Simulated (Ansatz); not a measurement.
InPH3F3⁺, that is In(PF3)H3 with one electron fewer. Total charge 1; doublet. Geometry r2SCAN-D4/def2-SVP, that of the neutral singlet; atoms count from 1.

| atom | x (Å) | y (Å) | z (Å) |
| --- | --- | --- | --- |
| In1 | 0.495 | 1.535 | 0.446 |
| P2 | -0.341 | -1.063 | -0.305 |
| F3 | 0.585 | -2.303 | 0.051 |
| F4 | -0.573 | -1.364 | -1.847 |
| F5 | -1.717 | -1.615 | 0.263 |
| H6 | -0.904 | 2.267 | -0.266 |
| H7 | 1.958 | 1.404 | -0.472 |
| H8 | 0.496 | 1.138 | 2.130 |

In the def2 sets In takes a core potential; there is no spin–orbit coupling.

**Question.** Estimate the Mulliken populations from the PBE0/def2-TZVP orbitals of Ansatz.

**Answer.** 
| atom | charge (e) | spin (α − β) |
| --- | --- | --- |
| In1 | 0.33 | 0.19 |
| P2 | 0.78 | -0.01 |
| F3 | -0.17 | 0.00 |
| F4 | -0.17 | 0.00 |
| F5 | -0.17 | 0.00 |
| H6 | 0.22 | 0.55 |
| H7 | 0.09 | 0.14 |
| H8 | 0.09 | 0.13 |
Mulliken values depend strongly on the basis.

**Question.** Where does the spin sit?

**Answer.** Summed by element: In 0.19, P -0.01, F 0.00, H 0.82, of 1 unpaired in all. Largest on single atoms: H6 0.55, In1 0.19, H7 0.14.

**Question.** And the Mayer bond orders between heavy atoms (over 0.3)?

**Answer.** In1–P2 0.46 (2.83 Å); P2–F3 1.20 (1.59 Å); P2–F4 1.20 (1.59 Å); P2–F5 1.20 (1.59 Å).
